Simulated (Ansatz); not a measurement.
System: C3H10O3Si, charge 0, multiplicity 1. SMILES: C(C)(C)[Si](O)(O)O
Structure (B3LYP-D3(BJ)/def2-TZVP (Ansatz, a program for electronic structure) minimum search):
```xyz
17

C     -1.1894     1.7328    -0.8032
C     -1.1859     0.3339    -0.1699
C     -1.8312    -0.6961    -1.1083
Si     0.5281    -0.1845     0.3602
O      1.4106    -0.2422    -1.0338
O      1.1964     0.8307     1.4665
O      0.5495    -1.6194     1.1613
H     -0.5813     1.7544    -1.7100
H     -0.8002     2.4909    -0.1194
H     -2.2043     2.0336    -1.0770
H     -1.7777     0.3747     0.7522
H     -2.8450    -0.3917    -1.3821
H     -1.2560    -0.8010    -2.0305
H     -1.9040    -1.6824    -0.6437
H      2.3324    -0.5053    -0.9665
H      1.3801     1.7294     1.1855
H      0.2494    -2.3958     0.6841
```
Charge 0, spin multiplicity 1.

Computed values are from Ansatz. Valence correlation only, unless marked. Open shells are spin-unrestricted. Spin-orbit coupling is left out. Non-relativistic. CBS(X,Y): correlation extrapolated as X^-3; Hartree-Fock from the larger set. The bracket is a focal-point correction in the basis named.

```
Item                                                                                                        Value
---------------------  ------------------------------------------------------------------------------------------
atomisation energy De  6899.0 kJ/mol at RI-MP2/CBS(aug-cc-pV(T+d)Z,aug-cc-pV(Q+d)Z)+[CCSD(T)-MP2]/aug-cc-pV(T+d)Z
total energy            -634.9608 Eh at RI-MP2/CBS(aug-cc-pV(T+d)Z,aug-cc-pV(Q+d)Z)+[CCSD(T)-MP2]/aug-cc-pV(T+d)Z
dipole moment                                                                   1.43 D at CCSD(T)/aug-cc-pV(D+d)Z
T1 diagnostic                                                                       0.011 at CCSD/aug-cc-pV(T+d)Z
```
